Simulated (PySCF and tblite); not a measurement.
3-acetyl-1-fluorobenzene, C8H7FO, numbered as in [CH3:1][C:2](=[O:3])[c:4]1[cH:5][cH:6][cH:7][c:8]([F:9])[cH:10]1.

Free energies: PBE0-D3(BJ)/pcSseg-1 on GFN2-xTB structures plus GFN2-xTB thermal terms, symmetry and mirror images included. Conformers within 3 kcal/mol (GFN2-xTB free energy) were kept, 9 at most. Couplings: B3LYP/6-31G* with pcJ-1 on H, F (gas phase; spin-dipole term only for pairs with B, N, F, Si or P). Couplings are for ¹⁹F, ¹H. H–H couplings come out 0.1 to 0.9 Hz lower than with pcJ-1 on all atoms. Run with PySCF (density fitting) and tblite.

Torsions listed: O3–C2–C4–C5.

```json
{"conformer": "1", "shape": "180°", "weight %": "55.1"}
{"conformer": "2", "shape": "0°", "weight %": "44.9"}
```

(1) Give the couplings in each conformer and the averages at 298.15 K (pairs that fast motion interchanges averaged).

Computed couplings to fluorine can be off by tens of per cent at such levels.

Results:

(1) 
| coupling | pairs | 1 | 2 | average (Hz) |
| --- | --- | --- | --- | --- |
| ³J(H7,F9) | 1 | 7.7 | 8.2 | 7.9 |
| ³J(F9,H10) | 1 | 10.0 | 9.5 | 9.8 |
| ²J(H1,H1) | 3 | -15.6 | -15.6 | -15.6 |
| ³J(H5,H6) | 1 | 8.9 | 9.0 | 8.9 |
| ³J(H6,H7) | 1 | 9.3 | 9.2 | 9.2 |


Conformer gaps in pcSseg-1 on xTB geometries can be 2 kcal/mol off for S=O, P=O and other polar bonds.